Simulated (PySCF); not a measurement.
**Two-dimensional NMR puzzle**

Compound of formula C6H11FO2Si. Correlations simulated from computed shifts and the bond graph:

HSQC (one-bond C–H):
```csv
δH,δC
8.03,163.4
6.05,60.1
2.79,41.0
2.05,41.0
1.19,24.2
```

COSY cross peaks (H two or three bonds apart, from the bond graph; peaks can be absent where the dihedral angle is near 90°):
```csv
δH,δH
6.05,2.79
6.05,2.05
2.79,2.05
```

HMBC (two and three bonds, from the bond graph):
```csv
δH,δC
8.03,60.1
6.05,"163.4, 41.0, 18.4"
5.00,"41.0, 24.2, 18.4"
2.79,"60.1, 41.0, 24.2, 18.4"
2.05,"60.1, 41.0, 24.2, 18.4"
1.19,"41.0, 18.4"
```

Carbons without hydrogens: δ 18.4.

- σ from GIAO-PBE0/pcSseg-1
- GFN2-xTB geometry
- program: PySCF 2.14.0 with density-fitted response routines
- gas phase, no relativistic terms, a single conformation, rapidly exchanging positions averaged

Referencing at the same level of theory: ¹H, ¹³C vs TMS.

Exchangeable hydrogens are left out of these lists.

**Question.** Assemble the structure.

**Answer.** `C[C@]1([SiH2]F)C[C@H](OC=O)C1`.

Atom-mapped SMILES (the numbers label the heavy atoms): `[CH3:1][C@:2]1([SiH2:3][F:4])[CH2:5][C@H:6]([O:7][CH:8]=[O:9])[CH2:10]1`. Each H is labelled by its parent atom. Ha(C5), Ha(C10) are cis to O7 on the ring; Hb(C5), Hb(C10) are trans to O7 on the ring.

1. δC 163.4 is C8, an ester carbonyl carbon (δH 8.03).
2. δC 60.1 is C6, an sp3 CH bonded to O (δH 6.05).
3. δC 41.0 is C5/C10, an sp3 CH2 in a ring (δH 2.79, 2.05).
4. δC 24.2 is C1, a methyl carbon (δH 1.19).
5. δC 18.4 is C2, a fully substituted sp3 carbon bonded to Si.
6. HMBC from δH 6.05 reaches the proton-free carbon C2.
7. HMBC from δH 5.00 reaches the proton-free carbon C2.
8. HMBC from δH 2.79 reaches the proton-free carbon C2.
9. HMBC from δH 2.05 reaches the proton-free carbon C2.
10. COSY links 6.05–2.79, 6.05–2.05, 2.79–2.05.

This is the structure that produced the data.

Shifts are as computed. Against solution values, carbons near 30 ppm lie about +3 ppm off and those near 130 ppm about +5 ppm. Of 1211 compounds with measured shifts, 218 miss one by over three times the rms of a fit or turn the order of signals round; such compounds aren't used in these exercises.
